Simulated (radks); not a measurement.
Results of a calculation; reference values are marked as such.
Problem. Radial electron density D(r) = 4 pi r^2 rho(r) of an atom or ion with 17 electrons. Code: a radial shooting solver on a logarithmic mesh with Libxc functionals. Model: scalar-relativistic Kohn-Sham, r2SCAN, spin-polarised, spherical densities, finite nucleus; meta-GGA in the generalised Kohn-Sham scheme; Fermi nuclear charge, rms radius of each element as measured or else 0.836 A^(1/3) + 0.57 fm.

```
   r/bohr * D(r) (the largest magnitude, 66.9, reaches the edge; | marks zero)
 0.001983 |  *
 0.002461 |   *
 0.003079 |     *
 0.003821 |       *
 0.004743 |          *
 0.005934 |              *
 0.007364 |                   *
 0.009213 |                         *
  0.01143 |                                *
  0.01431 |                                      *
  0.01775 |                                           *
  0.02221 |                                             *
  0.02757 |                                            *
  0.03449 |                                         *
   0.0428 |                                       *
  0.05355 |                                       *
  0.06646 |                                            *
  0.08249 |                                                   *
   0.1032 |                                                      *
   0.1281 |                                               *
   0.1602 |                               *
   0.1989 |                    *
   0.2488 |                  *
   0.3088 |                     *
   0.3863 |                 *
   0.4794 |         *
   0.5998 |  *
   0.7444 *
   0.9314 *
    1.156 *
```

What is the nuclear charge?

Solution. Z = 44. The innermost maximum, from 1s, lies near gamma/Z bohr with gamma = sqrt(1 - (Z/c)^2) = 0.947, here 0.0215 bohr (found: 0.0235), and its height grows with Z. The density is that of the ruthenium ion Ru27+ in [Ne] 3s2 3p5; the configuration itself is not fixed sharply by these data, and Z only to a few units. D(r) has 3 maxima, at r = 0.0235, 0.0984, 0.316 bohr, and minima at 0.0467, 0.230 bohr, inside which lie 2.02, 10.42 electrons.
